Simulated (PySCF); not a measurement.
BF₂H₅P₂.
Bonds: B1–P2, P2–F3, P2–F4, P2–P5. Hydrogens: H6, H7, H8 on B1; H9, H10 on P5.

Method: core-valence-separated Tamm–Dancoff BHandHLYP/aug-pcX-1 (pcseg-1 on H, def2-SVPD on P) in PySCF, non-relativistic, gas phase, PBE0-D3(BJ)/def2-SVP geometry.

Computed boron K-edge spectrum, Gaussian lines of 0.8 eV full width, highest printed point 100; it ends one width below the last computed root. The energies are unshifted.

```json
{"photon energy (eV)": "186.8", "absorption": "0"}
{"photon energy (eV)": "186.9", "absorption": "1"}
{"photon energy (eV)": "187.0", "absorption": "2"}
{"photon energy (eV)": "187.1", "absorption": "4"}
{"photon energy (eV)": "187.2", "absorption": "8"}
{"photon energy (eV)": "187.3", "absorption": "13"}
{"photon energy (eV)": "187.4", "absorption": "20"}
{"photon energy (eV)": "187.5", "absorption": "29"}
{"photon energy (eV)": "187.6", "absorption": "38"}
{"photon energy (eV)": "187.7", "absorption": "46"}
{"photon energy (eV)": "187.8", "absorption": "50"}
{"photon energy (eV)": "187.9", "absorption": "51"}
{"photon energy (eV)": "188.0", "absorption": "47"}
{"photon energy (eV)": "188.1", "absorption": "41"}
{"photon energy (eV)": "188.2", "absorption": "34"}
{"photon energy (eV)": "188.3", "absorption": "29"}
{"photon energy (eV)": "188.4", "absorption": "27"}
{"photon energy (eV)": "188.5", "absorption": "31"}
{"photon energy (eV)": "188.6", "absorption": "40"}
{"photon energy (eV)": "188.7", "absorption": "53"}
{"photon energy (eV)": "188.8", "absorption": "69"}
{"photon energy (eV)": "188.9", "absorption": "83"}
{"photon energy (eV)": "189.0", "absorption": "94"}
{"photon energy (eV)": "189.1", "absorption": "100"}
{"photon energy (eV)": "189.2", "absorption": "100"}
{"photon energy (eV)": "189.3", "absorption": "96"}
{"photon energy (eV)": "189.4", "absorption": "92"}
{"photon energy (eV)": "189.5", "absorption": "91"}
```

Q: Assign the maxima to core holes.

A: 2 maxima:
- 187.9 eV: B1 (four-coordinate boron), 187.85 eV, f = 0.012, 91 % of the height at the exact maximum
- 189.1 eV: B1 (four-coordinate boron), 189.07 eV, f = 0.022, 84 % of the height at the exact maximum

Further lines of some strength in the range: B1, 189.38 eV, f = 0.003.

Roots within 0.03 eV on the same or equivalent atoms count as one line; shares under 12 % aren't listed.

Vibrational structure and lifetime widths aren't in the curve. The ionisation threshold wasn't computed; near and above it a finite basis only mimics Rydberg series and continuum.

The run took 9.1 s wall on one thread, Arm Neoverse V2 (aarch64), shared host with 96 logical CPUs at a one-minute load of 69, and the process peaked at 0.75 GiB of memory.

Conformer computed: `[BH3-:1][P+:2]([F:3])([F:4])[PH2:5]`: H–P5–P2–B1 -47°, H–P5–P2–B1 46°.

One conformer stands for the species.
